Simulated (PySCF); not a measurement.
## Atomic charges against the basis set

Species: C2H9OPSi.
SMILES with atom numbers: `[CH3:1][O:2][Si@H:3]([CH3:4])[PH2:5]` (hydrogens: H6, H7, H8 on C1; H9 on Si3; H10, H11, H12 on C4; H13, H14 on P5)

PBE0 throughout (PySCF), one geometry, spherical d and f functions. Isolated species at its PBE0-D3(BJ)/def2-SVP geometry (one conformer only). Atoms taken as equivalent share a column and are averaged. The first 7 of 9 kinds of atom are listed.

Mulliken charges (e):

| basis | functions | C1 | O2 | Si3 | C4 | P5 | H6/H7/H8 | H9 |
| --- | --- | --- | --- | --- | --- | --- | --- | --- |
| STO-3G | 42 | -0.134 | -0.368 | +0.649 | -0.406 | +0.118 | +0.072 | -0.135 |
| 6-31G | 71 | -0.216 | -0.716 | +0.927 | -0.825 | -0.170 | +0.170 | -0.122 |
| pcSseg-0 | 71 | -0.299 | -0.836 | +1.120 | -1.183 | -0.402 | +0.222 | -0.066 |
| 6-31G* | 96 | -0.265 | -0.564 | +0.735 | -0.774 | -0.257 | +0.172 | -0.088 |
| cc-pVDZ | 123 | +0.073 | -0.424 | +0.445 | -0.261 | -0.174 | +0.044 | -0.078 |
| def2-SVP | 123 | +0.128 | -0.504 | +0.562 | -0.347 | -0.159 | +0.041 | -0.087 |
| aug-cc-pVDZ | 204 | +0.883 | -0.880 | +0.894 | +0.419 | -1.045 | -0.214 | +0.337 |
| 6-311+G(2d,p) | 205 | -0.304 | -0.574 | +0.864 | -0.759 | -0.291 | +0.150 | -0.064 |
| def2-TZVP | 221 | -0.223 | -0.344 | +0.405 | -0.482 | -0.284 | +0.123 | -0.045 |
| IGLO-III | 283 | -0.278 | -0.469 | +0.870 | -0.600 | -0.068 | +0.125 | -0.190 |
| cc-pVTZ | 284 | -0.108 | -0.312 | +0.395 | -0.376 | -0.198 | +0.083 | -0.064 |
| pcSseg-2 | 320 | +0.134 | -0.548 | +0.664 | -0.285 | -0.078 | +0.034 | -0.130 |

IAO charges (e):

```
        basis  functions      C1      O2     Si3      C4      P5  H6/H7/H8      H9
       STO-3G         42  -0.262  -0.447  +0.806  -0.648  +0.022    +0.119  -0.130
        6-31G         71  -0.233  -0.584  +0.850  -0.714  -0.172    +0.142  -0.117
     pcSseg-0         71  -0.215  -0.578  +0.859  -0.719  -0.200    +0.137  -0.120
       6-31G*         96  -0.193  -0.623  +0.969  -0.721  -0.148    +0.132  -0.153
      cc-pVDZ        123  -0.191  -0.619  +0.962  -0.718  -0.156    +0.130  -0.153
     def2-SVP        123  -0.183  -0.618  +0.971  -0.712  -0.150    +0.128  -0.159
  aug-cc-pVDZ        204  -0.199  -0.632  +0.970  -0.731  -0.166    +0.135  -0.151
6-311+G(2d,p)        205  -0.202  -0.642  +0.996  -0.742  -0.154    +0.136  -0.159
    def2-TZVP        221  -0.199  -0.644  +1.009  -0.746  -0.156    +0.135  -0.163
     IGLO-III        283  -0.201  -0.645  +1.004  -0.746  -0.152    +0.136  -0.162
      cc-pVTZ        284  -0.201  -0.638  +0.998  -0.743  -0.162    +0.135  -0.159
     pcSseg-2        320  -0.200  -0.643  +1.005  -0.745  -0.155    +0.136  -0.162
```

Some averages cover members that differ in this geometry, most widely: H6/H7/H8, Mulliken in aug-cc-pVDZ -0.331 to -0.153; H6/H7/H8, IAO in 6-31G +0.128 to +0.166; H6/H7/H8, IAO in pcSseg-0 +0.122 to +0.159; H6/H7/H8, Mulliken in cc-pVTZ +0.070 to +0.105 e.

Task: Which scheme is steadiest as the basis changes?

Result: Largest range over the bases for any column: IAO 0.22 e, Mulliken 1.60 e. IAO charges move least and Mulliken charges most, counted in e. Without the minimal STO-3G basis the ranges are IAO 0.16, Mulliken 1.60 e.

Task: How much do the charges still move between the two largest bases, cc-pVTZ and pcSseg-2?

Result: At most, over all atoms: Mulliken 0.269 e, IAO 0.008 e.

Task: What do the same runs give for the total energy, the frontier levels and the dipole moment?

Result: 
| basis | energy (Eh) | HOMO (eV) | LUMO (eV) | μ (D) |
| --- | --- | --- | --- | --- |
| STO-3G | -778.1132 | -3.61 | 6.01 | 1.12 |
| 6-31G | -787.1381 | -7.09 | 0.82 | 1.81 |
| pcSseg-0 | -786.1772 | -7.23 | 0.64 | 1.93 |
| 6-31G* | -787.2575 | -7.09 | 0.73 | 1.17 |
| cc-pVDZ | -787.3026 | -7.09 | 0.72 | 0.90 |
| def2-SVP | -786.9896 | -7.15 | 0.70 | 0.99 |
| aug-cc-pVDZ | -787.3196 | -7.22 | -0.22 | 0.84 |
| 6-311+G(2d,p) | -787.3740 | -7.25 | -0.01 | 0.85 |
| def2-TZVP | -787.3917 | -7.22 | 0.36 | 0.80 |
| IGLO-III | -787.3946 | -7.20 | 0.33 | 0.73 |
| cc-pVTZ | -787.3914 | -7.20 | 0.43 | 0.80 |
| pcSseg-2 | -787.4056 | -7.25 | 0.20 | 0.89 |

The dipole is fixed by the density alone, so its range of 1.20 D shows that the density itself changes with the basis, not only its division among atoms.
